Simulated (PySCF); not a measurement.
## Peak assignment

Bonds (- single, = double, # triple, : aromatic): C1-O2, O2-B3, B3-O4, O4-C5, C5-C6, C6-C7, C7-O8, O8-B3. C1 carries H9, H10, H11; C5 carries H12, H13; C6 carries H14, H15; C7 carries H16, H17.

- KT3/pcSseg-1 with gauge-including orbitals
- geometry: PBE0-D3(BJ)/def2-SVP
- B3LYP/pcJ-1 coupling constants (spin–dipole term only in couplings to heteroatoms)
- run in PySCF 2.14.0 with density-fitted response routines
- single conformer, no solvent, non-relativistic Hamiltonian, fast rotation and ring inversion assumed for equivalent nuclei

Shifts are taken against calculated references (same method and geometry level): $^{13}$C, $^{1}$H vs TMS.

Question: Assign these signals to the numbered atoms. $^{13}$C{$^{1}$H} NMR (computed): δ 65.2, 51.0, 31.0.

Answer: 
| δ (ppm) | atoms | environment | reason |
| --- | --- | --- | --- |
| 65.2 | C5/C7 | sp3 CH2 bonded to O | pulled downfield by the heteroatom |
| 51.0 | C1 | methyl carbon bonded to O | deshielded by the electronegative neighbour |
| 31.0 | C6 | sp3 CH2 in a ring | aliphatic region, no heteroatom directly attached |

Question: Assign these signals to the numbered atoms. $^{1}$H NMR (600 MHz, computed): δ 4.04 (m, 4H), 3.63 (s, 3H), 1.60 (m, 2H).

Answer: 
| δ (ppm) | atoms | environment | reason |
| --- | --- | --- | --- |
| 4.04 | H12/H13/H16/H17 | hydrogen on an sp3 CH2 bonded to O | its carbon carries O, an electronegative neighbour |
| 3.63 | H9/H10/H11 | hydrogen on a methyl carbon bonded to O | its carbon carries O, an electronegative neighbour |
| 1.60 | H14/H15 | hydrogen on an sp3 CH2 in a ring | – |

Splittings below 1 Hz are ignored in the labels, and close J values are merged. Couplings among chemically equivalent protons are left out too, so labels in AA′BB′ or AA′XX′ sets are apparent multiplicities. Unscaled 3J(H,H) at this level run about 10 % above measured values. Shifts are as computed, not scaled to solution data. Of 1309 compounds with measured shifts, 239 miss one by over three times the rms of a fit or turn the order of signals round; such compounds aren't used in these exercises.
